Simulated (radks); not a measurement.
Coulomb parameter of the 4f shell of the europium ion Eu3+ in the model configuration [Xe] 4f5 5d1, as a second difference U = [E(n + 0.5) + E(n - 0.5) - 2 E(n)] / (0.5)^2 with all orbitals relaxed. "Bare": the charge of the atom changes with n. "Screened": the 5d shell takes up the change at fixed total charge, which measures U(4f,4f) + U(5d,5d) - 2 U(4f,5d). Calculated with a radial shooting solver on a logarithmic mesh with Libxc functionals: Dirac Kohn-Sham, LDA (Slater exchange, Perdew-Wang correlation), spin-unpolarised, spherical densities, point nucleus; open shells are shared between the two j in proportion to 2j + 1.

case              configuration  E - E(n) (eV)
start              [Xe] 4f5 5d1          0.000
bare +0.5        [Xe] 4f5.5 5d1        -17.833
bare -0.5        [Xe] 4f4.5 5d1         22.699
screened +0.5  [Xe] 4f5.5 5d0.5         -6.224
screened -0.5  [Xe] 4f4.5 5d1.5          7.617

U(bare) = 19.464 eV, U(screened by 5d) = 5.572 eV.
